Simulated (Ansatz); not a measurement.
Geometry optimisation, RKS PBE/6-31G* (Ansatz 0.2.0).

The input (input.yaml):

```yaml
crystal:
  periodic: [false, false, false]
  atoms:
    - { symbol: B, position_ang: [0.0, 0.0, 0.0] }
    - { symbol: H, position_ang: [0.0, 0.0, 1.54] }
    - { symbol: F, position_ang: [1.1431, 0.0, -0.66] }
    - { symbol: F, position_ang: [-1.1431, 0.0, -0.66] }
    - { symbol: O, position_ang: [0.0715, -1.6212, 0.5392] }
    - { symbol: H, position_ang: [-0.475, -2.2058, -0.077] }
    - { symbol: H, position_ang: [0.0379, -0.8605, 1.537] }
basis:
  gaussian: { orbitals: "6-31G*" }
hamiltonian:
  xc: pbe
relax:
  f_tol: 0.15
  max_steps: 25
  restrain:
    - { distance: [0, 4], at: 1.41, k: 30.0 }
    - { distance: [6, 1], at: 0.66, k: 30.0 }
    - { distance: [0, 1], at: 2.39, k: 30.0 }
    - { distance: [6, 4], at: 2.21, k: 30.0 }
output:
  orbitals: {}
```

Command:

```bash
$ ansatz run input.yaml --threads 1 --pin off --max-ram 2048MiB --backend cpu --events-out ev --progress --plain --runs-dir out
```

Problem. Where does it end, and by what steps?

Solution. It converged. The restraints hold the end off the free minimum. After 7 steps the energy has fallen by 3.483 eV (the restraints' own energy left out); B1 moved furthest, 0.62 Å.

```
step  energy less start (eV)  largest force component (eV/Å)  accepted
   0                  0.0000                           5.367       yes
   1                 -0.8555                           6.951       yes
   2                 -2.1794                           5.971       yes
   3                 -3.1623                           2.459       yes
   4                 -3.3114                           1.958       yes
   5                 -3.3700                           1.976        no
   6                 -3.4803                           1.294       yes
   7                 -3.4831                           1.656       yes
```

```xyz
7
Properties=species:S:1:pos:R:3
B 0.047 -0.484 -0.381
H 0.017 0.137 1.937
F 1.146 0.257 -0.505
F -1.140 0.054 -0.703
O 0.180 -1.804 0.018
H -0.674 -2.279 -0.005
H 0.058 -0.569 1.860
```

Whether the end is a true minimum wasn't checked by a vibrational analysis.

Run time: 15 s on 1 thread of Arm Neoverse V1 (shared host), peak memory 0.12 GiB.
